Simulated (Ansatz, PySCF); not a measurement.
Process, species as SMILES: CB(F)F [difluoro(methyl)borane] -> [CH2-]B(F)F + H+
Geometries: B3LYP-D3(BJ)/def2-TZVP minima from Ansatz (a first-principles code), one conformer each, not searched for the lowest.
Geometry of the first species:
SMILES: CB(F)F
```xyz
7

B      0.0771     0.0120    -0.0053
F      0.7240     1.1667    -0.0994
F      0.8362    -1.0778    -0.0117
C     -1.4736    -0.0795     0.1049
H     -1.9551     0.8969     0.1082
H     -1.7559    -0.6147     1.0156
H     -1.8749    -0.6658    -0.7265
```
Charge 0, spin multiplicity 1.

Wanted: gas-phase deprotonation energy (electronic energy difference), in kJ/mol. Correlated levels leave the core frozen unless marked. No spin-orbit coupling. Non-relativistic unless marked X2C. Anions need diffuse functions: aug- sets have them; def2-D sets add few; the other sets have none. CBS marks a two-point X^-3 extrapolation of the correlation energy; Hartree-Fock from the larger set. [CCSD(T)-MP2]/basis is that difference in the basis named.

```tsv
level	program	gas-phase deprotonation energy (kJ/mol)	minus last row
HF-D4/def2-TZVPD	PySCF + dftd4	1618.4	31.7
PBE/def2-TZVPD	Ansatz	1573.5	-13.2
B97M-V/def2-TZVPD	Ansatz	1593.0	6.3
PBE0/6-31G*	Ansatz	1664.1	77.4
BHLYP-D3(BJ)/def2-TZVPD	Ansatz + dftd3	1600.2	13.5
TPSSh-D4/def2-TZVPD	PySCF + dftd4	1593.9	7.2
CAM-B3LYP-D3(BJ)/def2-TZVPD	Ansatz + dftd3	1581.2	-5.5
RI-MP2/CBS(aug-cc-pVTZ,aug-cc-pVQZ)	Ansatz	1578.5	-8.2
X2C-CCSD(T)/cc-pVTZ-DK	Ansatz	1616.5	29.8
RI-MP2/CBS(aug-cc-pVTZ,aug-cc-pVQZ)+[CCSD(T)-MP2]/aug-cc-pVTZ	Ansatz	1586.7	0.0
```
